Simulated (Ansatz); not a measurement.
SiNH₇F₂, closed shell: at the end structure of a reaction step.

in.yaml

```yaml
crystal:
  periodic: [false, false, false]
  atoms:
    - {symbol: Si, position_ang: [-0.825142, -0.921424, -0.750936]}
    - {symbol: H, position_ang: [1.560211, 0.274139, 2.374670]}
    - {symbol: H, position_ang: [-2.024499, -1.279192, -1.534290]}
    - {symbol: H, position_ang: [-0.074477, -2.069086, -0.205368]}
    - {symbol: N, position_ang: [-1.258096, 0.130194, 0.495507]}
    - {symbol: H, position_ang: [1.366629, 0.888749, -1.214278]}
    - {symbol: F, position_ang: [0.193388, -0.248359, -1.831906]}
    - {symbol: H, position_ang: [1.735441, 0.608260, 1.728256]}
    - {symbol: F, position_ang: [1.906618, 1.412735, -0.665361]}
    - {symbol: H, position_ang: [-0.608472, 0.374016, 1.226141]}
    - {symbol: H, position_ang: [-1.971699, 0.830068, 0.377664]}
basis:
  gaussian: {orbitals: "def2-QZVPP.json"}
correlation: {method: mp2}
```

The basis file named in the input lies beside it (Basis Set Exchange, JSON).

Command:

```bash
ansatz run in.yaml --threads 4 --pin off --events-out ev --progress --plain --max-ram 9574MiB
```

The run's output (Ansatz 0.2.0):

```
Functional definition: HF
  name "HF"
  cite "Fock, Z. Phys. 61, 126 (1930) doi:10.1007/BF01340294"
  parent pbe
  exchange = exact_x
  correlation = 0
2687 factors; integrals over basis functions are off by at most 1.0e-3 eV
mean field evaluation 1: about -14868.5703 eV, gradient 4.7e1 eV
mean field evaluation 2: about -14868.6562 eV, gradient 4.7e1 eV
mean field evaluation 4: about -14872.6843 eV, gradient 2.9e0 eV
mean field evaluation 8: about -14872.7201 eV, gradient 1.6e-1 eV
mean field -14872.72016109 eV, -546.5623848281 hartree, gradient 2.6e-6 eV, S^2 0.000000; 0 other end points of the search recorded, 0 dependent functions left out
8 core orbitals not correlated: weight in the atoms' cores, before any rotation towards them, 1.000 or more for the frozen orbitals, at most 0.000 for the correlated occupied ones
reference -14872.72016109 eV, -546.5623848281 hartree; 15, 15 occupied and 428, 428 virtual orbitals, 2687 factors
second order -26.58831339 eV of doubles, -0.00000000 eV of singles
Total energy: -14899.30847448 eV, -547.5394873231 hartree
```

Time: 15 s of wall clock on 4 CPU threads of an Arm Neoverse V2; the host was shared. Peak host memory: 2.2 GiB.
